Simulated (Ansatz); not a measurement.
This geometry of ClF3Si + H2S (8 atoms, charge 0, multiplicity 1) is a first-order saddle point.

These are results of Ansatz, RKS PBE-D4/def2-SVP, not measurements.

```xyz
8
Properties=species:S:1:pos:R:3
Si -0.354 0.094 -0.111
Cl -0.073 0.662 2.209
F 0.769 -1.054 0.124
F 0.085 1.612 -0.468
F -0.863 -0.381 -1.594
S -2.502 -0.285 0.723
H -2.266 -1.626 0.823
H -1.632 0.106 1.949
```

Problem. Which two structures does it join? (They come from a converged band through this point; their orientation in space is the band's.)

Solution. Bonds broken: Si1–Cl2, S6–H8. Bonds formed: Si1–S6, Cl2–H8. ClF3Si + H2S becomes ClH + F3HSSi.

Initial state:

```xyz
8
Properties=species:S:1:pos:R:3
Si 0.362 0.073 -0.028
Cl 0.550 0.150 1.992
F 1.821 -0.123 -0.681
F -0.261 1.424 -0.629
F -0.527 -1.195 -0.480
S -3.172 0.176 1.059
H -2.932 -0.907 0.270
H -2.678 -0.470 2.151
```

Final state:

```xyz
8
Properties=species:S:1:pos:R:3
Si -0.686 -0.131 -0.304
Cl -0.420 0.838 3.059
F 0.482 -0.862 0.566
F -0.179 1.382 -0.539
F -0.720 -0.865 -1.746
S -2.583 -0.291 0.605
H -3.075 -0.856 -0.538
H 0.343 -0.087 2.554
```

Problem. How far does it lie above each of them?

Solution. 1.19 eV above the first and 0.90 eV above the second. This is the barrier of this one path; another mechanism may lie lower. The orbitals stay closed-shell, which can raise the energy where a bond breaks towards radicals; this wasn't checked here.

Run time: 4.8 min on 2 threads of Arm Neoverse V1 (shared host), peak memory 0.15 GiB.
